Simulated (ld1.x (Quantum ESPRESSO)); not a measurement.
Configuration tests for Ti (TM semilocal)

ld1.x (Quantum ESPRESSO) 7.5 input, shortened:

```
&input
   title='Ti', zed=22., rel=1, dft='PW91', iswitch=3,
   config='[Ar] 3d2 4s1.75 4p0'
 /
 &inputp
   pseudotype=1, tm=.true., lloc=0,
   nlcc=.true., new_core_ps=.true., rcore=0.85
 /
3
3P  2  1   6.00   0.00  1.00  1.00  0.0
3D  3  2   2.00   0.00  2.35  2.35  0.0
3S  1  0   2.00   0.00  0.95  0.95  0.0
 &test
   configts(1)='3s2 3p6 3d2 4s1.75 4p0'
 /
```

Occupied shells without a wave of their own: 4s. They enter only through the test configuration that unscreens the potential, and ld1.x also counts them in the model core charge.

Energies are relative to the spin-unpolarised reference configuration 3s2 3p6 3d2 4s1.75 4p0; without spin polarisation the order of configurations can differ from experiment.

ld1.x takes every shell without a wave as core, so the model core holds the 4s electrons as well and exchange and correlation see them twice. This cancels in the reference configuration, but the file is broken for other ones, and its errors say nothing about a proper core correction.

| valence configuration | charge | ΔE all-electron (eV) | error AE − PS (meV) |
| --- | --- | --- | --- |
| 3s2 3p6 3d2 4s2 4p0 | 0 | -1.301 | +0.6 |
| 3s2 3p6 3d2 4s1 4p0 | +1 | 6.092 | -122 |
| 3s2 3p6 3d2 4s0 4p0 | +2 | 19.684 | -684 |
| 3s2 3p6 3d2.5 4s1.5 4p0 | 0 | -0.958 | -2.8 |
| 3s1 3p6 3d2 4s2 4p0 | +1 | 68.372 | -258 |
| 3s2 3p5 3d2 4s2 4p0 | +1 | 44.310 | -211 |
| 3s2 3p6 3d2 4s1 4p1 | 0 | 1.788 | -45 |
